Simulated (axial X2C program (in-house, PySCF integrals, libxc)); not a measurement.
# Photoelectron levels of AsN by EOM-IP-CCSD

Calculated with an axial X2C code built on PySCF integrals: two-component X2C with atomic mean-field Coulomb and Gaunt terms, Gaussian nuclei, basis As dyall-cv3z, N dyall-av3z with contracted cores.

R = 1.471 Å (0.920 times 1.599 Å, the PBE0 minimum at charge 0 for the lowest determinant).

Vertical ionisation energies of AsN to the states of AsN⁺:

```tsv
Ω of AsN⁺	vertical IE (eV)	above lowest (cm⁻¹)	ionised spinor	one-hole weight
1/2	11.144	0	58% N pσ, 19% As pσ, 14% N sσ	0.92
3/2	12.190	8435	60% N pπ, 32% As pπ	0.94
1/2	12.283	9185	57% N pπ, 34% As pπ	0.94
1/2	16.189	40690	37% As sσ, 25% As pσ, 18% N pσ	0.87
```

Task: Take the first Ω = 1/2 and Ω = 3/2 rows of π character: how far apart are they, and which lies lower?

Result: E(3/2) − E(1/2) = 8435 − 9185 = -750 cm⁻¹ at EOM-IP-CCSD: inverted, Ω = 3/2 lower. Splittings at this level can be off by ten to twenty per cent.

This point took 7.7 s on 1 thread of Intel(R) Xeon(R) Processor @ 2.30GHz (shared host).

Reference electrons by ω block (each with its −ω partner): 1/2: 14, 3/2: 5, 5/2: 1. 10 electrons of AsN correlated (inner shells frozen), 94 natural virtual spinors (a truncated set); levels can be off by some tenths of an eV. Roots sought by Ω: (1/2: 4, 3/2: 3, 5/2: 1); rows need 60 % one-particle weight and stop where some Ω has no more roots. Missing are any skipped roots, higher Ω and states of a further excitation; these come out far too high here and may in truth be low or lowest. T1 of the reference 0.017 (Lee–Taylor). Number of frozen shells: As 3 s, 2 p, 1 d; N 1 s.
